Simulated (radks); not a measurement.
Values are calculated unless marked as measured or tabulated.
Correlation energies from several functionals, in hartree. Species: C2+ [He] 2s2; Be3+ 1s1; Nb40+ 1s1. Level of theory: non-relativistic Kohn-Sham, exchange-only PBE, spin-polarised, spherical densities, point nucleus (a radial shooting solver on a logarithmic mesh with Libxc functionals). Every spin shell is full or empty, so the densities are truly spherical. Functionals are evaluated on that one density, not self-consistently.

functional        C2+       Be3+      Nb40+
PW92         -0.27378  -0.037691  -0.070161
Chachiyo     -0.26794  -0.037293  -0.069948
AM05         -0.24006  -0.032903  -0.061134
OP (B88)     -0.12143          0          0
TPSS        -0.097308          0          0
revTPSS      -0.10233          0          0
SCAN        -0.096135          0          0
B95          -0.11621          0          0
